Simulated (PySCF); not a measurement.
## Xenon: a sound run and one with changed settings

Sound run: Xe²⁺ [Kr] 4d10 5s2 5p4, Xe³⁺ [Kr] 4d10 5s2 5p3. Calculation: PySCF 2.14, in def2-SVP with the def2 core potential (28 electrons) (6s5p3d2f, 50 functions); a scalar-relativistic core potential. The sound run starts from symmetry-adapted Hartree-Fock orbitals and uses a fine grid where one is needed.

Changed run: 26 angular points. This setting is unsound on purpose.

```json
{"species": "Xe²⁺", "method": "UHF", "sound run (hartree)": "-327.13922", "changed run (hartree)": "-327.13922", "converged": "yes"}
{"species": "Xe²⁺", "method": "TPSS", "sound run (hartree)": "-328.01214", "changed run (hartree)": "-328.01225", "converged": "yes"}
{"species": "Xe²⁺", "method": "PBE", "sound run (hartree)": "-328.11624", "changed run (hartree)": "-328.11623", "converged": "yes"}
{"species": "Xe³⁺", "method": "UHF", "sound run (hartree)": "-326.05941", "changed run (hartree)": "-326.05941", "converged": "yes"}
{"species": "Xe³⁺", "method": "TPSS", "sound run (hartree)": "-326.89168", "changed run (hartree)": "-326.89168", "converged": "yes"}
{"species": "Xe³⁺", "method": "PBE", "sound run (hartree)": "-326.99581", "changed run (hartree)": "-326.99581", "converged": "yes"}
```

Ionisation energy of Xe²⁺:

```
method  sound run (eV)  changed run (eV)
   UHF          29.383            29.383
  TPSS          30.489            30.492
   PBE          30.488            30.488
```

A coarse angular grid integrates products of high-l functions wrongly, so density functionals can shift, and the SCF can exploit the error; Hartree-Fock and MP2 need no grid.

For comparison, NIST gives 31.05 ± 0.04 eV between the lowest levels.
